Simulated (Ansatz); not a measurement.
Li3Sn2⁻. The state is a singlet with charge -1. Geometry PBE0-D4/def2-TZVP, that of the neutral doublet.

```xyz
5

Li   -1.131   -0.996   -0.974
Li   -0.781    1.340    0.898
Li    0.306   -1.606    1.958
Sn    1.379   -0.191   -0.037
Sn    0.227    1.453   -1.846
```

In the def2 sets Sn takes a core potential; there is no spin–orbit coupling. A triplet lies near this restricted singlet, and broken spin symmetry wasn't tried. At PBE-D4/def2-TZVPD, r2SCAN-D4/def2-TZVPD, PBE0-D4/def2-TZVPD the highest occupied level of the charge -1 singlet lies above zero (up to 0.65 eV). Its loss leaves the charge 0 doublet, which lies 0.86 eV higher (vertical, at PBE-D4/def2-TZVPD), but this difference is unsure: the singlet itself is doubtful (restricted singlet with a triplet 0.04 eV lower at the same geometry). At PBE0-D4/def2-TZVPD a triplet of charge -1 lies 0.09 eV below the restricted singlet at the same geometry. The structure comes from a short search, and lower isomers may exist.

Q: Estimate the orbital energies around the gap (eV) in Ansatz with PBE-D4/def2-TZVPD, r2SCAN-D4/def2-TZVPD, PBE0-D4/def2-TZVPD.

A: 
```json
{"orbital": "HOMO−5", "PBE-D4/def2-TZVPD": "-7.40", "r2SCAN-D4/def2-TZVPD": "-7.79", "PBE0-D4/def2-TZVPD": "-8.81"}
{"orbital": "HOMO−4", "PBE-D4/def2-TZVPD": "-4.79", "r2SCAN-D4/def2-TZVPD": "-5.02", "PBE0-D4/def2-TZVPD": "-5.79"}
{"orbital": "HOMO−3", "PBE-D4/def2-TZVPD": "-1.08", "r2SCAN-D4/def2-TZVPD": "-1.21", "PBE0-D4/def2-TZVPD": "-1.77"}
{"orbital": "HOMO−2", "PBE-D4/def2-TZVPD": "-0.81", "r2SCAN-D4/def2-TZVPD": "-0.93", "PBE0-D4/def2-TZVPD": "-1.38"}
{"orbital": "HOMO−1", "PBE-D4/def2-TZVPD": "-0.56", "r2SCAN-D4/def2-TZVPD": "-0.67", "PBE0-D4/def2-TZVPD": "-1.24"}
{"orbital": "HOMO", "PBE-D4/def2-TZVPD": "0.65", "r2SCAN-D4/def2-TZVPD": "0.62", "PBE0-D4/def2-TZVPD": "0.24"}
{"orbital": "LUMO", "PBE-D4/def2-TZVPD": "0.88", "r2SCAN-D4/def2-TZVPD": "0.98", "PBE0-D4/def2-TZVPD": "1.33"}
{"orbital": "LUMO+1", "PBE-D4/def2-TZVPD": "0.94", "r2SCAN-D4/def2-TZVPD": "0.99", "PBE0-D4/def2-TZVPD": "1.46"}
{"orbital": "LUMO+2", "PBE-D4/def2-TZVPD": "1.35", "r2SCAN-D4/def2-TZVPD": "1.50", "PBE0-D4/def2-TZVPD": "1.73"}
{"orbital": "LUMO+3", "PBE-D4/def2-TZVPD": "1.41", "r2SCAN-D4/def2-TZVPD": "1.63", "PBE0-D4/def2-TZVPD": "1.83"}
{"orbital": "LUMO+4", "PBE-D4/def2-TZVPD": "1.86", "r2SCAN-D4/def2-TZVPD": "2.10", "PBE0-D4/def2-TZVPD": "2.29"}
{"orbital": "LUMO+5", "PBE-D4/def2-TZVPD": "2.37", "r2SCAN-D4/def2-TZVPD": "2.68", "PBE0-D4/def2-TZVPD": "2.72"}
```
